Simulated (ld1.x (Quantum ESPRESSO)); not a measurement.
# Varying the TM potential for bismuth (Bi)

Base potential:

* Element: Bi (Z = 83)
* Generator: ld1.x (Quantum ESPRESSO) 7.5
* Type: norm-conserving Troullier–Martins (Kleinman–Bylander form)
* Functional: PBE
* Relativity: scalar-relativistic
* Frozen core: [Xe] 4f14
* Valence charge: 15
* Reference configuration: 5d10 6s2 6p3
* Partial waves: 6s (bound): rc 1.80 bohr; 5d (bound): rc 1.65 bohr; 6p (bound): rc 2.45 bohr
* Local potential: the p channel
* Core correction: Bessel-smoothed model core inside 1.20 bohr

All-electron outer shells of the reference configuration (PBE, scalar-relativistic, ld1.x):

| shell | level (eV) | outermost node (bohr) | outermost maximum (bohr) |
| --- | --- | --- | --- |
| 4f | -152.59 | – | 0.34 |
| 5p | -95.86 | 0.48 | 0.86 |
| 5d | -27.08 | 0.51 | 1.03 |
| 6s | -14.48 | 0.98 | 1.88 |
| 6p | -4.57 | 1.14 | 2.44 |

Cutoffs, loose and tight: the cutoffs (Ry, on a coarse ladder) from which the occupation-weighted sum of valence levels, in a spherical-Bessel basis at the reference potential, stays within 10 and 1 mRy of its value at 400 Ry. They do not see the model core or the augmentation charge, which bear on the density cutoff. Test errors are all-electron minus pseudo excitation energies from the reference, over the configurations 5d10 6s2 6p2; 5d10 6s2 6p1; 5d10 6s2 6p0; 5d10 6s2 6p2.5; 5d9 6s2 6p3; 5d10 6s0 6p5; 5d10 6s1 6p0. A dash means not determined; rows that change the core or the reference have their own tests.

A true bound ghost makes a file unfit for plane-wave use even where its test errors are small: the radial tests pick states by their node count and pass the ghost by.

```csv
change,outcome,"cutoff, loose","cutoff, tight",bound ghosts,largest test error (meV)
base,generated,60 Ry,100 Ry,none,-229
"all radii but the core radius scaled by about 1.22 (s 2.20, p 3.00, d 2.02 bohr)",generated,50 Ry,90 Ry,none,-135
wave 5d (bound): rc 1.65 bohr becomes 5d (bound): rc 1.32 bohr,generated,80 Ry,100 Ry,none,-225
"type PAW; waves now 6s (bound): rcut 1.55, rcutus 1.80 bohr; 6s channel at 1.85 Ry: rcut 1.55, rcutus 1.80 bohr; 6p (bound): rcut 2.15, rcutus 2.45 bohr; 6p channel at 1.35 Ry: rcut 2.15, rcutus 2.45 bohr; 5d (bound): rcut 1.45, rcutus 1.65 bohr; 5d channel at -1.65 Ry: rcut 1.45, rcutus 1.65 bohr; local potential all-electron potential smoothed inside 1.35 bohr (lloc = -2); augmentation PSQ, inside the norm-conserving radii",generated,50 Ry,90 Ry,s,test run stopped at test 1 of 7 (negative rho)
core correction Bessel-smoothed model core inside 1.06 bohr,generated,60 Ry,100 Ry,none,-229
functional LDA (PZ),generated,60 Ry,100 Ry,none,-218
wave 6s (bound): rc 1.80 bohr becomes 6s (bound): rc 2.52 bohr,generated,60 Ry,90 Ry,none,-189
```

**Question.** What comes out with this change to the base: wave 6p (bound): rc 2.45 bohr becomes 6p (bound): rc 1.80 bohr?

**Answer.** outcome: generated; cutoff, loose: 60 Ry; cutoff, tight: 100 Ry; bound ghosts: s; largest test error (meV): -86.

**Question.** What comes out with this change to the base: fully relativistic?

**Answer.** outcome: generated, misses its reference levels by 1.39 eV; cutoff, loose: 60 Ry; cutoff, tight: 100 Ry; bound ghosts: none; largest test error (meV): +345.

**Question.** What comes out with this change to the base: local potential the s channel?

**Answer.** outcome: generated; cutoff, loose: 60 Ry; cutoff, tight: 100 Ry; bound ghosts: none; largest test error (meV): -193.
